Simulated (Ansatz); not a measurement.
Relaxation of AlSi₅ with UKS r2SCAN-D4/def2-SVP.

```sh
$ ansatz run in.yaml --threads 4 --pin off --events-out ev --progress --plain --max-ram 4787MiB
```

```yaml
crystal:
  periodic: [false, false, false]
  atoms:
    - {symbol: Al, position_ang: [-1.198030, -0.523330, 0.014870]}
    - {symbol: Si, position_ang: [-0.268290, -2.722850, -0.124940]}
    - {symbol: Si, position_ang: [1.304170, -1.090820, -0.094810]}
    - {symbol: Si, position_ang: [-2.178850, 1.652970, 0.154470]}
    - {symbol: Si, position_ang: [0.087400, 1.698940, 0.087350]}
    - {symbol: Si, position_ang: [2.253590, 0.985080, -0.036940]}
basis:
  gaussian: {orbitals: def2-SVP}
magnetization: {spin_polarized: true, initial_magnetization: 1}
hamiltonian: {xc: r2scan, dispersion: d4}
scf: {lower_state_search: "off"}
output: {orbitals: {seedname: orbitals}}
relax: {f_tol: 0.02, max_steps: 100}
```

It took 43 s on 4 threads of AMD EPYC 9B14 on a shared host.

Positions (Å) and forces (eV/Å) at steps 1, 2, 3, 4, 5, 6, 7, 8, 9, 10, 11, 12, 13, 15 of 15:

```xyz
6
step=1 energy=-45962.8400 eV
Al   -1.198   -0.523    0.015   -0.120   -0.050   -0.004
Si   -0.268   -2.723   -0.125    0.574   -0.153   -0.028
Si    1.304   -1.091   -0.095   -0.604   -0.278    0.016
Si   -2.179    1.653    0.154    0.208    0.533    0.025
Si    0.087    1.699    0.087   -0.543   -0.276    0.003
Si    2.254    0.985   -0.037    0.485    0.224   -0.013
6
step=2 energy=-45962.9442 eV
Al   -1.252   -0.546    0.014   -0.234   -0.107   -0.006
Si   -0.219   -2.744   -0.128    0.266    0.010   -0.009
Si    1.256   -1.052   -0.089   -0.243    0.053    0.020
Si   -2.165    1.705    0.158    0.175    0.193    0.010
Si    0.084    1.635    0.084   -0.107   -0.217   -0.009
Si    2.296    1.003   -0.039    0.143    0.069   -0.007
6
step=3 energy=-45963.0446 eV
Al   -1.430   -0.623    0.006   -0.023   -0.024   -0.009
Si   -0.137   -2.733   -0.131   -0.139    0.049    0.005
Si    1.148   -0.906   -0.067    0.289    0.340    0.015
Si   -2.101    1.758    0.165   -0.065   -0.109    0.006
Si    0.119    1.455    0.072    0.417   -0.039   -0.028
Si    2.401    1.050   -0.045   -0.479   -0.217    0.011
6
step=4 energy=-45963.0620 eV
Al   -1.433   -0.623   -0.015   -0.031   -0.011   -0.018
Si   -0.143   -2.717   -0.125   -0.070   -0.017   -0.005
Si    1.159   -0.893   -0.054    0.073    0.073    0.033
Si   -2.096    1.745    0.180   -0.040   -0.046    0.013
Si    0.132    1.449    0.063    0.089    0.009   -0.010
Si    2.379    1.040   -0.049   -0.021   -0.008   -0.013
6
step=5 energy=-45963.0785 eV
Al   -1.441   -0.617   -0.158    0.049    0.052   -0.008
Si   -0.150   -2.712   -0.094   -0.032    0.046   -0.053
Si    1.164   -0.886    0.039   -0.032    0.042    0.129
Si   -2.093    1.726    0.271    0.142   -0.121    0.005
Si    0.141    1.448    0.039   -0.135    0.014   -0.019
Si    2.380    1.040   -0.097    0.009   -0.033   -0.054
6
step=6 energy=-45963.1185 eV
Al   -1.431   -0.608   -0.238    0.051    0.067   -0.055
Si   -0.155   -2.695   -0.119    0.009   -0.004   -0.057
Si    1.152   -0.872    0.176   -0.093    0.036    0.186
Si   -2.077    1.692    0.332    0.139   -0.087    0.031
Si    0.142    1.457    0.005   -0.182    0.011   -0.006
Si    2.369    1.026   -0.156    0.076   -0.024   -0.099
6
step=7 energy=-45963.2441 eV
Al   -1.408   -0.586   -0.415    0.135    0.151   -0.109
Si   -0.149   -2.667   -0.117   -0.007   -0.178    0.026
Si    1.113   -0.836    0.366   -0.298    0.192    0.115
Si   -2.051    1.634    0.444    0.228   -0.187   -0.041
Si    0.146    1.469   -0.021   -0.168    0.018    0.214
Si    2.350    0.986   -0.257    0.110    0.004   -0.205
6
step=8 energy=-45963.3361 eV
Al   -1.338   -0.551   -0.597    0.151    0.079    0.003
Si   -0.165   -2.664   -0.052    0.004   -0.049    0.055
Si    1.040   -0.781    0.455   -0.034    0.056   -0.105
Si   -2.029    1.547    0.501   -0.013   -0.046   -0.024
Si    0.163    1.504    0.071    0.077    0.050    0.060
Si    2.328    0.945   -0.377   -0.184   -0.090    0.011
6
step=9 energy=-45963.3500 eV
Al   -1.235   -0.507   -0.711    0.006    0.000    0.100
Si   -0.209   -2.673    0.029    0.021    0.173   -0.024
Si    1.028   -0.785    0.442    0.104    0.010   -0.073
Si   -2.037    1.489    0.515   -0.120    0.024   -0.050
Si    0.170    1.546    0.172    0.187   -0.158   -0.039
Si    2.284    0.929   -0.447   -0.198   -0.049    0.087
6
step=10 energy=-45963.3598 eV
Al   -1.259   -0.515   -0.598    0.077    0.081   -0.096
Si   -0.178   -2.668    0.011   -0.001   -0.050    0.090
Si    1.107   -0.825    0.381    0.099   -0.202   -0.062
Si   -2.091    1.611    0.365    0.134   -0.011    0.059
Si    0.176    1.443    0.327   -0.243    0.210   -0.029
Si    2.246    0.955   -0.486   -0.066   -0.027    0.038
6
step=11 energy=-45963.3769 eV
Al   -1.215   -0.491   -0.663    0.014    0.004    0.011
Si   -0.215   -2.660    0.060   -0.003    0.018    0.015
Si    1.121   -0.844    0.360    0.003   -0.037   -0.031
Si   -2.098    1.574    0.404    0.140   -0.022   -0.029
Si    0.166    1.463    0.319   -0.092    0.025    0.019
Si    2.241    0.957   -0.480   -0.062    0.011    0.016
6
step=12 energy=-45963.3801 eV
Al   -1.209   -0.491   -0.662    0.018    0.000   -0.020
Si   -0.228   -2.654    0.086   -0.019   -0.021    0.007
Si    1.143   -0.863    0.317    0.021    0.033    0.005
Si   -2.091    1.584    0.375   -0.058    0.020    0.009
Si    0.160    1.446    0.362    0.060   -0.034    0.004
Si    2.225    0.978   -0.478   -0.023    0.001   -0.003
6
step=13 energy=-45963.3805 eV
Al   -1.192   -0.484   -0.673    0.014    0.004    0.013
Si   -0.234   -2.650    0.095    0.010   -0.006    0.011
Si    1.153   -0.868    0.319    0.010   -0.018   -0.042
Si   -2.096    1.589    0.360   -0.002    0.015    0.006
Si    0.162    1.431    0.400   -0.001    0.014   -0.031
Si    2.207    0.981   -0.501   -0.031   -0.010    0.043
6
step=15 energy=-45963.3814 eV
Al   -1.196   -0.486   -0.669   -0.002   -0.003   -0.003
Si   -0.239   -2.648    0.111    0.003    0.004    0.001
Si    1.164   -0.877    0.287   -0.004    0.002    0.000
Si   -2.098    1.596    0.352   -0.004    0.002    0.001
Si    0.159    1.422    0.407    0.008   -0.005    0.001
Si    2.209    0.992   -0.488   -0.001    0.000    0.001
```

The relaxation made no stability test and no search for a lower SCF solution. Another isomer (doublet) lies 2.07 eV lower at PBE0-D4/def2-TZVP; other spin states weren't run for this one.
